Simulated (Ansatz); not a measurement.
`[F][Hf]([F])([SH])[Cl]` and `[NH2][Hf]([F])([F])[Cl]` differ in one atom or group.

Ansatz, PBE0-D4/def2-TZVP geometries, multiplicity 1. Each molecule was computed in one conformer, which needn't be the lowest.

Elements past krypton have def2 core potentials.

```
                                                                                  property  `[F][Hf]([F])([SH])[Cl]`
                                                       HOMO energy (B3LYP/def2-TZVPP) / eV                     -7.98
                                          size of the dipole moment (B3LYP/def2-TZVPP) / D                      0.75
                                                         HOMO energy (PBE/def2-TZVPP) / eV                     -7.00
ideal-gas entropy at 298 K and 1 bar (rigid rotor, harmonic PBE0-D4/def2-TZVP) / J/(mol·K)                       392
                                            size of the dipole moment (PBE/def2-TZVPP) / D                      0.74
                                        size of the dipole moment (ωB97M-V/def2-TZVPP) / D                      0.68
```

**Question.** What does the change do to each property? (Best estimate.)

**Answer.** Ansatz gave: 
```json
{"property": "HOMO energy (B3LYP/def2-TZVPP) / eV", "`[NH2][Hf]([F])([F])[Cl]`": "-7.98", "shift": "0.00"}
{"property": "size of the dipole moment (B3LYP/def2-TZVPP) / D", "`[NH2][Hf]([F])([F])[Cl]`": "2.65", "shift": "1.90"}
{"property": "HOMO energy (PBE/def2-TZVPP) / eV", "`[NH2][Hf]([F])([F])[Cl]`": "-6.81", "shift": "0.19"}
{"property": "ideal-gas entropy at 298 K and 1 bar (rigid rotor, harmonic PBE0-D4/def2-TZVP) / J/(mol·K)", "`[NH2][Hf]([F])([F])[Cl]`": "380", "shift": "-12"}
{"property": "size of the dipole moment (PBE/def2-TZVPP) / D", "`[NH2][Hf]([F])([F])[Cl]`": "2.64", "shift": "1.90"}
{"property": "size of the dipole moment (ωB97M-V/def2-TZVPP) / D", "`[NH2][Hf]([F])([F])[Cl]`": "2.61", "shift": "1.93"}
```

The zero-point energy changes by 41.5 kJ/mol with +3 modes. Dipoles are sizes alone; their direction can turn.

B3LYP here is the variant with VWN-RPA as its local correlation; programs differ in this.
